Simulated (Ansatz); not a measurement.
Ideal-gas functions of H₆N₂Sn, SMILES `[NH2][SnH2][NH2]` at 400 K and 1 bar, from an Ansatz frequency run at PBE0-D4/def2-TZVP.

Molar mass 152.77 g/mol, point group C2 (symmetry number 2), electronic degeneracy 1, moments of inertia 51.263, 91.8, 132.176 u Å². Harmonic wavenumbers (cm⁻¹, unscaled): 131, 141, 243, 425, 473, 528, 560, 612, 632, 639, 713, 854, 868, 1564, 1566, 1913, 1917, 3549, 3549, 3646, 3647.

Use S(trans) = R[1.5 ln M + 2.5 ln T − 1.1517]; rotational temperatures θ = 24.2544 K / I; S(rot) = R[ln(√π/σ · √(T³/θAθBθC)) + 1.5]; for each mode x = 1.438777 ν̃/T, S = R[x/(eˣ − 1) − ln(1 − e⁻ˣ)] and H = RT x/(eˣ − 1); 1 cm⁻¹ = 0.0119627 kJ/mol; R = 8.31446 J/(mol·K).

Task: By hand: the entropy, in J/(mol·K).

Result: Translation 177.7. Rotation: θ = 0.4731, 0.2642, 0.1835 K, giving 101.9. Vibration, mode by mode: 14.65, 14.05, 9.69, 5.55, 4.83, 4.13, 3.77, 3.25, 3.07, 3.01, 2.44, 1.64, 1.57, 0.20, 0.20, 0.07, 0.07, 0.00, 0.00, 0.00, 0.00, in all 72.2. Electronic 0.0. Sum 351.8 J/(mol·K).

Task: By hand: H − E and G − E in kJ/mol, counted from the electronic energy.

Result: Zero-point energy ½ × 28170 × 0.0119627 = 168.5; thermal vibration 16.6; translation, rotation and pV give 4 RT = 13.3. H − E = 198.4 kJ/mol, and G − E = 198.4 − 400 × 351.8/1000 = 57.7 kJ/mol.

Vibration gives 21 % of the entropy, 28.7 J/(mol·K) of it from the modes under 150 cm⁻¹: soft modes count most, and the harmonic formula is weakest for them. The sum counts one conformer and one mirror image; others add a mixing term.
